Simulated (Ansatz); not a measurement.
Consider the cleavage of the Al–Si bond: `[CH3][AlH][SiH2][GaH2]` + `O[SiH](F)F` → `[CH3][AlH][O][SiH](F)F` + `[SiH3][GaH2]`.

Program: Ansatz. Geometries: PBE0-D4/def2-TZVP. ΔE: electronic, gas phase. CCSD(T)/CBS is the MP2 limit (def2-TZVPP, def2-QZVPP) plus CCSD(T) − MP2 in def2-TZVPP, frozen cores. For Ga outer-core shells are correlated without core-valence functions, which leaves a few kJ/mol of doubt a bond. Scalar relativity is left out up to krypton. One conformer a species, not always the lowest.

| species | CCSD(T)/CBS(def2) energy (Eh) |
| --- | --- |
| `[CH3][AlH][SiH2][GaH2]` | -2497.87808 |
| `O[SiH](F)F` | -565.23707 |
| `[CH3][AlH][O][SiH](F)F` | -847.17999 |
| `[SiH3][GaH2]` | -2215.99298 |

**Question.** Work out ΔE.

**Answer.** ΔE = (-847.17999) + (-2215.99298) − (-2497.87808) − (-565.23707) = -0.05782 Eh = -36.3 kcal/mol.

Largest T1 diagnostic among the species: 0.013.

From PBE to PBE0 (25 % exact exchange), in def2-TZVPP and without D4, ΔE moves by −1.9 kcal/mol. In def2-TZVPP, CCSD(T) changes the Hartree–Fock value by +6.7 kcal/mol (the triples alone add +1.2 kcal/mol) and MP2 by +5.3 kcal/mol.
